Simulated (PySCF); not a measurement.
## A small calculation by hand: entropy of an ideal gas

In(OH)(NH2)2 (H5InN2O), SMILES [NH2][In]([NH2])[OH].

Coordinates come from a PBE-D3(BJ)/def2-SVP optimisation. The structure was generated by enumeration; whether it is a known compound was not checked. The def2 effective core potentials stand for the cores of In; spin–orbit coupling is left out. Other conformers were not sampled.

PySCF with PBE-D3(BJ)/def2-SVP gives the harmonic wavenumbers 105, 118, 132, 142, 209, 232, 475, 486, 566, 598, 605, 750, 809, 818, 1479, 1491, 3403, 3412, 3502, 3513, 3714 cm⁻¹ and the rotational temperatures 0.2368, 0.2040, 0.1110 K. The molar mass is 163.87 g/mol, the symmetry number 1, the spin multiplicity 1.

Work out the entropy at 298.15 K and 1 atm in the rigid-rotor, harmonic-oscillator model.


Translation (Sackur–Tetrode at 1 atm): S = R[1.5 ln M + 2.5 ln T − 1.16487] = 172.3 J/(mol K).
Rotation: q = (√π/σ) T^1.5/√(θA θB θC) = 125000, S = R[ln q + 3/2] = 110.0 J/(mol K).
Vibration: with u = 1.4388 ν/T, each mode gives R[u/(e^u − 1) − ln(1 − e^−u)]:
```
ν (cm⁻¹)  modes     u  S (J/(mol K))
--------  -----  ----  -------------
105           1  0.51          14.06
118           1  0.57          13.11
132           1  0.64          12.20
142           1  0.69          11.62
209           1  1.01           8.59
232           1  1.12           7.80
475           1  2.29           3.03
486           1  2.35           2.90
566           1  2.73           2.14
598           1  2.89           1.90
605           1  2.92           1.85
750           1  3.62           1.05
809           1  3.90           0.84
818           1  3.95           0.81
1479          1  7.14           0.05
1491          1  7.20           0.05
```
The stiffer modes add less than 0.005 each. Sum 82.0 J/(mol K).
Spin: R ln 1 = 0.0 J/(mol K).
Total 364.4 J/(mol K); the program's own thermochemistry gives 364.4. Translation makes up 47 % and vibration 23 %. Anharmonicity, hindered rotation and orbital degeneracy are left out.
